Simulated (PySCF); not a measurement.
# Bi²⁺: excitation energy

Bi²⁺ [Xe] 4f14 5d10 6s2 6p1 (2P) → Bi²⁺ [Xe] 4f14 5d10 6s1 6p1 7s1 (4P), as a difference of total energies. Calculation: PySCF 2.14, in aug-cc-pwCVDZ-PP with ECP60MDF (6s5p4d1f, 48 functions); a scalar-relativistic core potential. Correlated levels: valence: 5s2 5p6 5d10 frozen; valence and next inner shell: nothing frozen outside the core potential. The calculations carry no spin-orbit coupling.

```csv
method,excitation energy (eV)
UHF,18.952
LDA,21.144
PBE,20.696
PBE0,20.493
r2SCAN,20.653
wB97X-V,20.710
HSE06,20.519
MN15,21.203
MP2 (valence),19.465
SCS-MP2 (valence),19.688
MP2 (valence and next inner shell),20.650
SCS-MP2 (valence and next inner shell),20.663
```

Problem. How much does correlation contribute at MP2 (valence and next inner shell)?

Solution. 20.650 − (18.952) = 1.698 eV, measured against UHF.

The promoted electron is Rydberg-like, and one or two diffuse shells describe it only roughly, which tends to raise the upper state.
